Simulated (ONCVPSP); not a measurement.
**Reading a pseudo-wave (nickel (Ni))**

Columns: radius, all-electron u(r) and pseudo u(r) of the 3p shell (level -71.93 eV) of nickel in the configuration [Ne] 3s2 3p6 3d8 4s1.75 4p0.25; PBE, scalar-relativistic, ONCV scheme, ONCVPSP 4.0.1.

```csv
r (bohr),all-electron,pseudo
0.070,-0.4535,0.0396
0.140,-0.6349,0.1523
0.210,-0.3790,0.3210
0.280,0.0554,0.5216
0.350,0.4827,0.7272
0.420,0.8202,0.9125
0.490,1.0477,1.0587
0.560,1.1746,1.1550
0.630,1.2207,1.1989
0.700,1.2085,1.1950
0.770,1.1574,1.1527
0.840,1.0823,1.0831
0.910,0.9945,0.9974
0.980,0.9019,0.9045
1.050,0.8097,0.8112
1.120,0.7211,0.7217
1.190,0.6380,0.6382
1.260,0.5617,0.5617
1.330,0.4924,0.4923
1.400,0.4302,0.4302
1.470,0.3748,0.3747
1.540,0.3257,0.3257
1.610,0.2825,0.2824
1.680,0.2446,0.2445
1.750,0.2114,0.2113
1.820,0.1825,0.1825
```

Question: How many radial nodes do the two functions have?

Answer: The all-electron 3p function has n − l − 1 = 1; the pseudo-wave has 0, since the states of the same l below it are removed with the core.

Question: At about which radius was the pseudo-wave matched?

Answer: 1.40 bohr. The columns agree to 0.0005 from 1.19 bohr on; several derivatives are matched, so the curves merge somewhat inside the radius.

Question: Is the pseudo-wave norm-conserving?

Answer: Yes: the ONCV scheme keeps the norm inside the radius equal to the all-electron one, which fixes the energy derivative of the logarithmic derivative at the level.
